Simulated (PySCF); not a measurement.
Gas-phase reaction: Na₂Br₂ + 4 Cl ⇌ 2 NaCl + 2 BrCl

Computed with PySCF and rigid-rotor harmonic-oscillator thermochemistry at 1 bar. † marks an energy on the PBE0/def2-TZVP geometry and frequencies. MP2 and CCSD(T) freeze the core. Open shells (unrestricted): Cl (multiplicity 2); the rest are closed-shell singlets. Spin-orbit splitting is ignored; it lowers the true energy and changes the entropy of Cl. B3LYP is the form with VWN-RPA correlation. For Na the outer core is correlated in a valence basis, which is rough. Br: all electrons, no relativistic terms. MP2 isn't extrapolated to the basis-set limit. CCSD(T) isn't extrapolated to the basis-set limit.

```csv
level,"ΔH°(298 K), kJ"
B3LYP/def2-TZVP†,-322
BLYP/def2-TZVP†,-354
CCSD(T)/def2-SVP†,-167
CCSD(T)/def2-TZVPP†,…
HF/def2-TZVP†,…
MP2/def2-SVP†,…
MP2/def2-TZVPP†,-327
PBE/def2-TZVP†,-403
r2SCAN/def2-TZVP†,-343
ωB97M-V/def2-TZVP†,-351
ωB97X-V/def2-TZVP†,…
```

Problem. Some entries are withheld; supply them.

Solution. 
- CCSD(T)/def2-TZVPP†, ΔH°(298 K), kJ: -286
- HF/def2-TZVP†, ΔH°(298 K), kJ: -4
- MP2/def2-SVP†, ΔH°(298 K), kJ: -182
- ωB97X-V/def2-TZVP†, ΔH°(298 K), kJ: -333
